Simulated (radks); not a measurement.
Species: the barium ion Ba16+. Configuration: [Kr] 4d4. Calculated with a radial shooting solver on a logarithmic mesh with Libxc functionals: Dirac Kohn-Sham, PBE, spin-unpolarised, spherical densities, finite nucleus; open shells fill j = l - 1/2 first; Fermi nuclear charge, rms radius 4.8378 fm.

Radial electron density D(r) = 4 pi r^2 rho(r):

```
   r/bohr * D(r) (the largest magnitude, 95.2, reaches the edge; | marks zero)
 0.002582 |      *
 0.003362 |         *
 0.004378 |             *
 0.005701 |                   *
 0.007423 |                          *
 0.009666 |                                 *
  0.01259 |                                       *
  0.01652 |                                          *
  0.02151 |                                         *
  0.02801 |                                      *
  0.03648 |                                     *
   0.0475 |                                         *
  0.06185 |                                                  *
  0.08053 |                                                      *
   0.1049 |                                               *
   0.1365 |                                       *
   0.1778 |                                         *
   0.2315 |                                              *
   0.3015 |                                   *
   0.3925 |                  *
   0.5111 |              *
   0.6656 |             *
   0.8667 |       *
    1.128 | *
    1.469 *
    1.913 *
```

D(r) has 4 maxima, at r = 0.0180, 0.0786, 0.226, 0.590 bohr, and minima at 0.0348, 0.148, 0.487 bohr, inside which lie 2.02, 11.14, 29.23 electrons.
